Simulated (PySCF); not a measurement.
**UHF on Ta (tantalum, neutral)**

Configuration: [Xe] 4f14 5d2 6s2 6p1, one real determinant (an excited configuration). All numbers are calculated (PySCF 2.14, scalar relativity by spin-free X2C-1e, in x2c-TZVPPall (11s7p7d3f1g, 97 functions)).

* Total energy: -15599.923519 hartree
* One-electron energy: -21409.4166 hartree
* Hartree (Coulomb) energy: 6125.1222 hartree
* Exchange energy: -315.6291 hartree
* ⟨S²⟩: 4.3928
* ⟨L²⟩: 15.683
* Sum of ⟨r⟩: 46.62 bohr
* Sum of ⟨r²⟩: 81.19 bohr²
* Traceless quadrupole moment −½Σ⟨3z² − r²⟩ along its main axis: -9.17 e·bohr²
* Langevin diamagnetic susceptibility: -64.3 ×10⁻⁶ cm³/mol

```csv
shell,electrons,mean orbital energy (eV),spread (eV),"rms radius, mean of both spins (bohr)"
1s α,1,-67770.7,0,0.0211
1s β,1,-67770.7,0,0.0211
2s α,1,-11785.0,0,0.0853
2s β,1,-11784.8,0,0.0853
2p α,3,-10354.6,0.024,0.0775
2p β,3,-10354.5,0.077,0.0775
3s α,1,-2763.5,0,0.218
3s β,1,-2763.4,0,0.218
3p α,3,-2328.6,0.122,0.220
3p β,3,-2328.5,0.131,0.220
3d α,5,-1804.4,0.253,0.201
3d β,5,-1804.3,0.150,0.201
4s α,1,-597.66,0,0.488
4s β,1,-597.49,0,0.488
4p α,3,-451.81,0.204,0.519
4p β,3,-451.64,0.278,0.519
4d α,5,-258.59,0.574,0.564
4d β,5,-258.35,0.381,0.564
5s α,1,-90.778,0,1.18
5s β,1,-89.038,0,1.18
5p α,3,-52.364,0.695,1.38
5p β,3,-49.718,0.879,1.38
4f α,7,-43.612,0.305,0.704
4f β,7,-43.404,0.463,0.704
5d α,2,-11.152,0.662,2.26
6s α,1,-10.023,0,3.33
6s β,1,-8.365,0,3.33
6p α,1,-5.060,0,4.65
```

⟨L²⟩ = 15.68 against 20 for a pure G term, so this real determinant mixes terms. Spin-orbit coupling, absent here, splits the open shell strongly. ⟨S²⟩ = 4.39 against 3.75 shows spin contamination. The s, p, d and f populations moved away from the nominal configuration during the SCF.

Densities and radii are taken from the X2C orbitals without a picture-change correction, which distorts them close to the nucleus.

Spin-orbit constants ζ (cm⁻¹) from the X2C one-electron operator on these orbitals: bare nucleus, nucleus screened by l(l+1)(2l+1)/3 electrons, and screened by the Breit-Pauli mean field of the electrons.

| shell | bare | screened nucleus | mean field |
| --- | --- | --- | --- |
| 2p | 6431000 | 6255000 | n/a |
| 3p | 1398000 | 1360000 | n/a |
| 3d | 218700 | 188700 | n/a |
| 4p | 317000 | 308300 | n/a |
| 4d | 42690 | 36840 | n/a |
| 4f | 7257 | 4474 | n/a |
| 5p | 41130 | 40000 | n/a |
| 5d | 2400 | 2071 | n/a |
| 6p | 2939 | 2859 | n/a |

To first order the Landé constant is A = 756.1 cm⁻¹, so the lowest level has J = 5/2 and lies 0.703 eV below the centre of the term. This holds in LS coupling only.
